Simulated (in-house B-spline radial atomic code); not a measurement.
Inner levels of mercury as electrons are removed. A shift is the extra binding of the orbital against the neutral atom ([Xe] 4f14 5d10 6s2). The density at the nucleus is averaged over the nuclear charge. Computed with a B-spline radial code for spherical atoms: Dirac-Hartree-Fock, jj configuration that fills j = l - 1/2 first, finite nuclei.

A number in brackets counts the electrons of a j subshell.

```
 ion                configuration  shift of 4p3/2 (eV)  shift of 5p1/2 (eV)  shift of 3d3/2 (eV)  radius of 4p3/2 (bohr)  radius of 5p1/2 (bohr)  radius of 3d3/2 (bohr)  Σ<r²> (bohr²)  change of density at nucleus (bohr⁻³)
  Hg           [Xe] 4f14 5d10 6s2                    0                    0                    0                 0.43398                 0.98713                 0.16225         62.178                                      -
 Hg+           [Xe] 4f14 5d10 6s1               8.8265               8.9158                8.818                 0.43397                 0.98693                 0.16225         50.256                                -110.24
Hg2+               [Xe] 4f14 5d10                    ?                    ?                    ?                       ?                       ?                       ?              ?                                      ?
Hg3+  [Xe] 4f14 5d3/2(4) 5d5/2(5)                    ?                    ?                    ?                       ?                       ?                       ?              ?                                      ?
Hg4+  [Xe] 4f14 5d3/2(4) 5d5/2(4)               50.996                50.62               51.281                 0.43393                 0.97585                 0.16224         33.659                                -217.16
Hg5+  [Xe] 4f14 5d3/2(4) 5d5/2(3)                68.86               67.902                69.39                  0.4339                 0.96952                 0.16224         30.564                                -177.95
Hg6+  [Xe] 4f14 5d3/2(4) 5d5/2(2)               87.761               86.008               88.608                 0.43385                 0.96272                 0.16223         27.828                                -131.73
```

**Question.** Fill in the row of Hg2+.

**Answer.** shift of 4p3/2 (eV): 18.849; shift of 5p1/2 (eV): 19.006; shift of 3d3/2 (eV): 18.839; radius of 4p3/2 (bohr): 0.43395; radius of 5p1/2 (bohr): 0.98636; radius of 3d3/2 (bohr): 0.16225; Σ<r²> (bohr²): 41.512; change of density at nucleus (bohr⁻³): -273.23.

**Question.** Fill in the row of Hg3+.

**Answer.** shift of 4p3/2 (eV): 34.276; shift of 5p1/2 (eV): 34.27; shift of 3d3/2 (eV): 34.384; radius of 4p3/2 (bohr): 0.43394; radius of 5p1/2 (bohr): 0.98153; radius of 3d3/2 (bohr): 0.16225; Σ<r²> (bohr²): 37.24; change of density at nucleus (bohr⁻³): -249.01.
